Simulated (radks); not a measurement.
Problem. Neutral ytterbium, 70 electrons, occupied as [Xe] 4f14 6s2 (the NIST ground configuration). Method: non-relativistic Kohn-Sham, PBE, spin-polarised, spherical densities, point nucleus; relativity is left out, which matters for an element this heavy; computed with a radial shooting solver on a logarithmic mesh with Libxc functionals. Some entries of the table are withheld. Estimate them.

orbital  occ.  eigenvalue (hartree)  r(max) (bohr)
1s          2                   (1)            (2)
2s          2             -338.1933        0.07840
2p          6                   (3)        0.06093
3s          2             -75.53228         0.2164
3p          6             -68.72002         0.2043
3d         10             -56.02798         0.1618
4s          2                   (4)         0.4902
4p          6             -11.58057         0.4928
4d         10              -6.57970         0.4933
5s          2              -1.67893            (5)
5p          6              -0.96021          1.283
4f         14              -0.27736         0.4756
6s          2              -0.13246          3.607

Solution. 
(1) 1s eigenvalue (hartree): -2085.730
(2) 1s r(max) (bohr): 0.01436
(3) 2p eigenvalue (hartree): -323.2700
(4) 4s eigenvalue (hartree): -14.35025
(5) 5s r(max) (bohr): 1.168
